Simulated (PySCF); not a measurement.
Sn(F)(Cl)2(OMe) (CH₃Cl₂FOSn), SMILES [Sn]([O]C)([Cl])([Cl])[F].

Geometry optimised at B3LYP-D3(BJ)/def2-SVP. The structure was generated by enumeration; whether it is a known compound was not checked. The def2 effective core potentials stand for the cores of Sn; spin–orbit coupling is left out. Other conformers were not sampled.

Two levels are set side by side: TDA-PBE/def2-SVPD (PySCF) and TDA-LC-ωPBE/def2-SVPD (PySCF). Vertical, same geometry. The lowest singlet is HOMO→LUMO 99 % with PBE and HOMO→LUMO 90 % with the other functional; states are paired by order. Differences are taken from unrounded values.

| quantity | TDA-LC-ωPBE | TDA-PBE | TDA-PBE minus TDA-LC-ωPBE |
|---|---|---|---|
| lowest singlet excitation (eV) | 5.16 | 3.17 | -1.99 |
| lowest triplet excitation (TDA) (eV) | 4.63 | 2.87 | -1.76 |
| first bright state (f over 0.05) (eV) | 6.10 | 4.32 | -1.78 |
| its oscillator strength | 0.12 | 0.05 | -0.07 |

Functionals without exact exchange tend to place singlet excitations lower, as here. Differences between two approximate levels are no errors against the true value.

Rough cost on one machine, each run with all the roots and properties that it gave: TDA-LC-ωPBE against TDA-PBE about 2 times.
